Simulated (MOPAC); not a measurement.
Job for MOPAC: PM6 on CS-, 2S+1 = 2, a spin state set in the input, which need not be the lowest, a point of a bond scan (R = 1.588 Å). Charge -1.

```
PM6 1SCF PRECISE CHARGE=-1 UHF MS=0.5 THREADS=1
CS

C      0.00000000 1     0.00000000 1     0.00000000 1
S      0.00000000 1     0.00000000 1     1.58809900 1
```

Program output:

```
*******************************************************************************
 **                                                                           **
 **                              MOPAC v23.2.5                                **
 **                                                                           **
 *******************************************************************************
 ** MOPAC's Digital Object Identifier: https://doi.org/10.5281/zenodo.6511958 **
 **                                                                           **
 ** Please cite the open-source release paper for use of this MOPAC version:  **
 ** J. E. Moussa and J. J. P. Stewart (2026)                                  **
 ** MOPAC: An open-source semiempirical molecular orbital program             **
 ** J. Open Source Softw., 11(119), 8025, https://doi.org/10.21105/joss.08025 **
 *******************************************************************************

                              PM6 CALCULATION RESULTS

 *******************************************************************************
 *  PM6        - The PM6 Hamiltonian to be used
 *  UHF        - UNRESTRICTED HARTREE-FOCK CALCULATION
 *
 *
 *
 *                 CHARGE ON SYSTEM = -1
 *
 *
 *
 *  MS=        - IN MECI, MAGNETIC COMPONENT OF SPIN =  0.5
 *  PRECISE    - TIGHTER CRITERIA TO BE USED
 *  1SCF       - DO 1 SCF AND THEN STOP
 *  THREADS=1  - MULTI-THREADING NOT USED
 *  T=         - A TIME OF 172800.0 SECONDS REQUESTED
 *  DUMP=N     - RESTART FILE WRITTEN EVERY 7200.0 SECONDS REQUESTED
 *******************************************************************************
PM6 1SCF PRECISE CHARGE=-1 UHF MS=0.5 THREADS=1
 CS

   ATOM   CHEMICAL          X               Y               Z
  NUMBER   SYMBOL      (ANGSTROMS)     (ANGSTROMS)     (ANGSTROMS)

     1       C          0.00000000  *   0.00000000  *   0.00000000  *
     2       S          0.00000000  *   0.00000000  *   1.58809900  *



          CARTESIAN COORDINATES

    NO.       ATOM           X           Y           Z

     1         C          0.0000      0.0000      0.0000
     2         S          0.0000      0.0000      1.5881

 General Reference for PM6:
 "Optimization of Parameters for Semiempirical Methods V: Modification of NDDO Approximations
 and Application to 70 Elements", J. J. P. Stewart, J. Mol. Mod., 13, 1173-1213 (2007)
 URL: https://link.springer.com/article/10.1007/s00894-007-0233-4

           Empirical Formula: C S  =     2 atoms



      MOLECULAR POINT GROUP   :   C*v


          UHF CALCULATION, NO. OF ALPHA ELECTRONS =    6
                           NO. OF BETA  ELECTRONS =    5

 -------------------------------------------------------------------------------
 PM6 1SCF PRECISE CHARGE=-1 UHF MS=0.5 THREADS=1
 CS



     1SCF WAS SPECIFIED, SO BFGS WAS NOT USED
     SCF FIELD WAS ACHIEVED


                              PM6 CALCULATION
                                                       MOPAC v23.2.5 Linux




          FINAL HEAT OF FORMATION =         61.91437 KCAL/MOL =     259.04973 KJ/MOL


          COSMO AREA              =         75.04 SQUARE ANGSTROMS
          COSMO VOLUME            =         58.72 CUBIC ANGSTROMS

          IONIZATION POTENTIAL    =          2.056354 EV
          ALPHA SOMO LUMO (EV)    =         -2.056  6.825
          BETA  SOMO LUMO (EV)    =         -3.143  7.160
          NO. OF ALPHA ELECTRONS  =          6
          NO. OF BETA  ELECTRONS  =          5
          MOLECULAR WEIGHT        =         44.0710         POINT GROUP:  C*v

          MOLECULAR DIMENSIONS (Angstroms)

            Atom       Atom       Distance
            S     2    C     1     1.58810
            S     2    C     1     0.00000
            C     1    S     2     0.00000


          SCF CALCULATIONS        =          1





   ATOM   CHEMICAL          X               Y               Z
  NUMBER   SYMBOL      (ANGSTROMS)     (ANGSTROMS)     (ANGSTROMS)

     1       C          0.00000000  *   0.00000000  *   0.00000000  *
     2       S          0.00000000  *   0.00000000  *   1.58809900  *

                             CARTESIAN COORDINATES

   1    C        0.000000000     0.000000000     0.000000000
   2    S        0.000000000     0.000000000     1.588099000


           Empirical Formula: C S  =     2 atoms



      MOLECULAR POINT GROUP   :   C*v


          ALPHA EIGENVALUES
 -24.56227 -10.10284  -3.85510  -3.47993  -3.45449  -2.05635   6.82496   7.92905
  10.30006  19.25067  19.58477  19.60472  20.94847


           BETA EIGENVALUES
 -24.79997  -9.89608  -3.40334  -3.28977  -3.14263   7.15989   7.55802  10.49892
  20.29640  20.51315  20.53403  21.48020  22.40198


              NET ATOMIC CHARGES AND DIPOLE CONTRIBUTIONS

  ATOM NO.   TYPE          CHARGE      No. of ELECS.   s-Pop       p-Pop       d-Pop
    1          C          -0.031856        4.0319     1.71919     2.31267
    2          S          -0.968144        6.9681     1.95397     4.35674     0.65743
 DIPOLE           X         Y         Z       TOTAL
 POINT-CHG.     0.000     0.000    -1.836     1.836
 HYBRID         0.000     0.000     0.947     0.947
 SUM            0.000     0.000    -0.889     0.889


          ATOMIC ORBITAL ELECTRON POPULATIONS

     Atom    s        px        py        pz      x^2-y^2     xz        z^2       yz        xy
    1  C   1.71919   0.76131   0.49692   1.05444
    2  S   1.95397   1.59409   1.49986   1.26279   0.00001   0.64461   0.00959   0.00322   0.00000


                    (SZ)    =    0.500000
                    (S**2)  =    0.768335


          ATOMIC ORBITAL SPIN POPULATIONS

    Atom   Total    s     px     py     pz   x^2-y^2  xz     z^2    yz     xy
         Atomic
    1  C  0.4214 -0.001  0.354  0.052  0.017
    2  S  0.5786 -0.000  0.004 -0.052 -0.016 -0.000  0.642  0.000  0.000 -0.000

 **********************
 *                    *
 * JOB ENDED NORMALLY *
 *                    *
 **********************




 == MOPAC DONE ==
```

The run finished.

Cost: very roughly 0.020 core-seconds.
